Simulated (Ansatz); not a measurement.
`C[O][AlH][N](C)C` → Al• + 3 C• + 10 H• + N• + O•  (atomization)

Program: Ansatz. Geometries: PBE0-D4/def2-TZVP. ΔE: electronic, gas phase. CBS: MP2 limit from def2 TZ/QZ plus the TZ coupled-cluster correction, frozen cores. This one scheme is used for every species, atoms too. For atomizations the MP2-based limit and the directly extrapolated one differ by several kJ/mol either way, and by 10 to 25 for some Ge, Se and Sn compounds, so smaller differences from it don't rank the levels. DFT in def2-TZVPP. Open shells (•) are unrestricted, without spin–orbit coupling. Spin–orbit coupling would lower the free atoms: a little for Al, C, O. One conformer a species, not always the lowest.

`C[O][AlH][N](C)C`:

```xyz
16

C     0.549    1.638    2.702
O     0.133    0.887    1.604
Al    0.828    0.423    0.137
N    -0.167   -0.560   -0.941
C     0.292   -1.028   -2.224
C    -1.513   -0.980   -0.640
H     0.507    1.033    3.614
H    -0.109    2.502    2.844
H     1.576    2.013    2.595
H     2.296    0.840   -0.272
H     0.288   -2.127   -2.281
H     1.314   -0.691   -2.419
H    -0.342   -0.659   -3.043
H    -1.823   -0.605    0.338
H    -1.600   -2.077   -0.625
H    -2.229   -0.609   -1.388
```

CCSD(T)/CBS gives +61.81 eV.

(1) Another level gave +61.46 eV. Which?
A. LC-ωPBE/def2-TZVPP
B. ωB97M-V/def2-TZVPP
C. r2SCANh-D4/def2-TZVPP
D. MP2/def2-TZVPP

Largest T1 diagnostic among the species: 0.018.

## Answers

(1) C. r2SCANh-D4 61.46, ωB97M-V 61.96, MP2/def2-TZVPP 61.01, LC-ωPBE 61.62 eV.

From BLYP to BHLYP (50 % exact exchange), in def2-TZVPP and without D4, ΔE moves by −1.20 eV: exact exchange takes away binding that semilocal exchange gives to molecules. At CCSD(T), def2-SVP lies −3.05 eV from the extrapolated value and def2-TZVPP −1.54 eV: correlation converges slowly with the basis, and small sets miss more of it in the bonded molecule than in its fragments.
